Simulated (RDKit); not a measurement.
RDKit input (UFF):

```python
from rdkit import Chem
from rdkit.Chem import AllChem, rdDetermineBonds

mol = Chem.MolFromXYZFile('mol.xyz')
rdDetermineBonds.DetermineBonds(mol, charge=-1)
print('SMILES', Chem.MolToSmiles(Chem.RemoveHs(mol)))
ff = AllChem.UFFGetMoleculeForceField(mol)
e0 = ff.CalcEnergy()
flag = ff.Minimize(maxIts=5000, forceTol=1e-5)
print(f'energy {e0:.4f} -> {ff.CalcEnergy():.4f} kcal/mol, converged: {flag == 0}')
print(Chem.MolToXYZBlock(mol))
```
mol.xyz:
```
9

C      1.33692900    -0.65545600    -0.46726200
B      0.12422100    -0.00877700    -0.00967500
C     -1.38545100    -0.49669100    -0.27697100
F      0.14707700     1.18294400     0.76099900
H      2.33889400    -0.28092900    -0.25704000
H      1.32191000    -1.56999200    -1.05876300
H     -1.41889000    -1.41570400    -0.87077800
H     -1.92411500    -0.68829200     0.66217600
H     -1.97147000     0.26518500    -0.81081700
```

Output:

```
SMILES C=[B-](C)F
energy 5.8272 -> 1.2307 kcal/mol, converged: True
9

C      1.258090   -0.658454   -0.466730
B      0.109344    0.025701    0.013136
C     -1.356655   -0.515331   -0.289862
F      0.271022    1.233646    0.789612
H      2.248269   -0.272835   -0.249096
H      1.158403   -1.566923   -1.051500
H     -1.321141   -1.446655   -0.893197
H     -1.874865   -0.724146    0.668651
H     -1.923363    0.257285   -0.849147
```

The dipole moment of an ion depends on the origin.

The geometry given is a B3LYP-D3(BJ)/def2-TZVP minimum.
